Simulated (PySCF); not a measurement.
# TbH3(NH3) at several levels of theory

Computed with PySCF 2.14.0 (density fitting, no spin-orbit coupling) at the geometry relaxed with PBE0:

```xyz
8
TbH3(NH3) (singlet in the valence; each metal's 4f electrons, 8 of them, lie in its core potential, out of spins and levels)
Tb    0.2342   -0.2342    0.2342
H     1.2038    1.2827    1.2038
H    -1.2827   -1.2038    1.2038
H     1.2038   -1.2038   -1.2827
N    -1.2107    1.2107   -1.2107
H    -1.8214    1.8214   -0.6631
H    -0.6631    1.8214   -1.8214
H    -1.8214    0.6631   -1.8214
```

```tsv
level	basis	state	HOMO (eV)	gap (eV)	charge on Tb1 (e)	population of f-type functions on Tb1 (polarisation alone where 4f lies in the core)	dipole about the centre of mass (D)	largest force component (eV/Å)
PBE0	Tb lcecp-1-SVP with ECP54, H def2-SVP, N def2-SVP	singlet	-6.24	5.78	0.61	0.02	5.62	0.00
HF	the same	singlet	-9.21	11.04	1.04	0.03	5.73	0.58
BP86	the same	singlet	-5.15	3.65	0.46	0.02	5.61	0.26
```

In the lcecp rows the 4f levels are missing from HOMO and gap, and the state counts the valence alone.

Charges are Mulliken's, which hang on the basis. The relaxation used the grid (50, 194), these runs (75, 302) or, all-electron (x2c bases, spin-free X2C Hamiltonian), (99, 590).

Task: What does PBE0 with Tb lcecp-1-TZVP with ECP54, H def2-TZVP, N def2-TZVP give here?

Result: state singlet, HOMO (eV) -6.28, gap (eV) 5.60, charge on Tb1 (e) 0.82, population of f-type functions on Tb1 (polarisation alone where 4f lies in the core) 0.03, dipole about the centre of mass (D) 5.50, largest force component (eV/Å) 0.21. Time: 6.7 s on 2 threads of Arm Neoverse V2, with other jobs on the host, from free ions and atoms.

In the first row's basis the gap widens with exact exchange: 3.7 eV for BP86 (none); 5.8 eV for PBE0 (a fixed share); 11.0 eV for Hartree–Fock (rising or full at long range).

An lcecp potential fixes the number of 4f electrons, so in runs with it no electron can move into or out of that shell.
